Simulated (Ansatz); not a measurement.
Other settings, tried on CuAg₄⁺ (the lowest singlet isomer of a short search).

```yaml
crystal:
  periodic: [false, false, false]
  atoms:
    - {symbol: Ag, position_ang: [1.530894, -2.324238, 0.091961]}
    - {symbol: Ag, position_ang: [-2.396314, 1.047896, 0.764168]}
    - {symbol: Ag, position_ang: [0.021451, -0.014500, 0.005252]}
    - {symbol: Ag, position_ang: [-1.555303, 1.449015, -1.705219]}
    - {symbol: Cu, position_ang: [2.399272, -0.158183, 0.843829]}
basis:
  gaussian: {orbitals: def2-SVPD}
total_charge: 1
hamiltonian: {xc: {name: HSE06}}
scf: {omitted_lower_state_checks: [starts]}
output: {forces: true}
```

```sh
$ ansatz run in.yaml --threads 4 --pin off --events-out ev --progress --plain --max-ram 4787MiB
```

It prints (some lines left out):

```
Functional definition: HSE06
1699 factors; integrals over basis functions are off by at most 3.9e-4 eV
97 factors; integrals over basis functions are off by at most 2.5e-5 eV
mean field evaluation 1: about -60602.8563 eV, gradient 9.4e1 eV
mean field evaluation 2: about -59558.9322 eV, gradient 3.8e2 eV
mean field evaluation 4: about -60604.9626 eV, gradient 8.6e1 eV
mean field evaluation 8: about -60619.2267 eV, gradient 2.4e0 eV
mean field evaluation 16: about -60619.4328 eV, gradient 1.6e-2 eV
mean field -60619.43278264 eV, -2227.7230654346 hartree, gradient 4.0e-5 eV, S^2 0.000000; 0 other end points of the search recorded, 0 dependent functions left out
reference -60619.43284938 eV, -2227.7230678875 hartree; 52, 52 occupied and 118, 118 virtual orbitals, 1699 factors
Total energy: -60619.43284938 eV, -2227.7230678875 hartree
Atom 0 at     1.530894    -2.324238     0.091961 Å, force    -0.022625    -0.096035    -0.026704 eV/Å
Atom 1 at    -2.396314     1.047896     0.764168 Å, force    -0.064610     0.030086     0.035128 eV/Å
Atom 2 at     0.021451    -0.014500     0.005252 Å, force    -0.087309    -0.062381    -0.044514 eV/Å
Atom 3 at    -1.555303     1.449015    -1.705219 Å, force    -0.032649     0.045866    -0.055131 eV/Å
Atom 4 at     2.399272    -0.158183     0.843829 Å, force     0.207193     0.082464     0.091221 eV/Å
Dipole moment:     0.234799     0.009056     0.087231 e Å
Checks for a lower state left out: starts
```

Hardware: 4 threads of INTEL XEON PLATINUM 8581C on a shared host. Wall time 5 s, peak host memory 0.69 GiB.

In the def2 sets Ag takes a core potential; there is no spin–orbit coupling. HSE06 is defined as in plane-wave codes, on full-range PBE exchange.

The dipole of an ion depends on the origin.
